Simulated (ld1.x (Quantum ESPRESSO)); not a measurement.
**u(r) = r·R(r): atom against pseudo-atom (Ca)**

Columns: radius, all-electron u(r) and pseudo u(r) of the 3s shell (level -47.52 eV) of calcium in the configuration [Ne] 3s2 3p6 3d0 4s1.5 4p0.5; LDA (PZ), scalar-relativistic, PAW scheme, ld1.x (Quantum ESPRESSO) 7.5.

```csv
r (bohr),all-electron,pseudo
0.135,-0.2122,0.2927
0.270,-0.5264,0.5636
0.405,-0.1731,0.7938
0.540,0.3229,0.9690
0.675,0.7117,1.0812
0.810,0.9389,1.1293
0.945,1.0266,1.1190
1.080,1.0167,1.0610
1.215,0.9479,0.9692
1.350,0.8492,0.8587
1.485,0.7397,0.7429
1.620,0.6314,0.6318
1.755,0.5307,0.5307
1.890,0.4408,0.4408
2.025,0.3628,0.3628
2.160,0.2963,0.2963
2.295,0.2406,0.2406
2.430,0.1945,0.1945
2.565,0.1565,0.1565
2.700,0.1256,0.1256
2.835,0.1004,0.1004
2.970,0.0802,0.0802
3.105,0.0639,0.0639
3.240,0.0508,0.0508
3.375,0.0403,0.0403
3.510,0.0320,0.0320
```

Task: How many radial nodes do the two functions have?

Result: The all-electron 3s function has n − l − 1 = 2 (the table is too coarse to show those close to the nucleus); the pseudo-wave has 0, since the states of the same l below it are removed with the core.

Task: At about which radius was the pseudo-wave matched?

Result: 1.75 bohr, where the columns begin to agree (steps of 0.14 bohr).

Task: Is the pseudo-wave norm-conserving?

Result: No, it belongs to a PAW set: the norm inside the radius is not constrained, and the difference is carried by the augmentation charge.
